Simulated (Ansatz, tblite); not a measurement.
Removing and adding an electron: NiBr2(PH3)2 (NiP₂H₆Br₂). The state is a singlet with charge 0. Geometry: PBE-D4/def2-SVP. Ansatz, gas phase; energy differences of separate SCF runs; the oxidised species was run as a doublet alone; the reduced species was run as a doublet alone.

```xyz
11

Ni    0.048   -0.078   -0.046
Br    2.176   -0.127    0.844
Br   -2.117    0.078   -0.857
P    -0.710   -1.370    1.513
H    -1.550   -2.469    1.150
H    -1.581   -0.752    2.465
H     0.188   -2.026    2.416
P     0.731    1.322   -1.547
H     2.070    1.248   -2.044
H     0.741    2.691   -1.126
H     0.004    1.483   -2.769
```

The xTB rows come from tblite.

```
             level  −HOMO (eV)  vertical IE (eV)  −LUMO (eV)  vertical EA (eV)  HOMO–LUMO gap (eV)  IE − EA (eV)                       remarks
          GFN2-xTB       10.57             13.11        9.17              6.77                1.40          6.33                             –
  PBE-D4/def2-TZVP        5.15              7.93        3.66                 –                1.49             –                             –
 PBE-D4/def2-TZVPD        5.21                 –        3.73              1.48                1.49             –  HOMO above zero (-1 doublet)
PBE0-D4/def2-TZVPD        7.00                 –        2.61              1.69                4.39             –                             –
```

Problem. Estimate the rows for GFN1-xTB, r2SCAN-D4/def2-TZVP, r2SCAN-D4/def2-TZVPD, PBE0-D4/def2-TZVP.

Solution. 
```csv
level,−HOMO (eV),vertical IE (eV),−LUMO (eV),vertical EA (eV),HOMO–LUMO gap (eV),IE − EA (eV),remarks
GFN1-xTB,10.04,13.26,8.39,5.37,1.66,7.89,–
r2SCAN-D4/def2-TZVP,5.45,7.99,3.59,–,1.86,–,–
r2SCAN-D4/def2-TZVPD,5.49,–,3.63,1.52,1.86,–,HOMO above zero (-1 doublet)
PBE0-D4/def2-TZVP,6.96,8.18,2.55,–,4.40,–,–
```

   A HOMO above zero means that the electron is unbound at that level or that self-interaction error raises the level; the energy of removing that electron tells which. Raw xTB energy differences between charge states are shifted by several eV; the methods need an empirical correction for them.
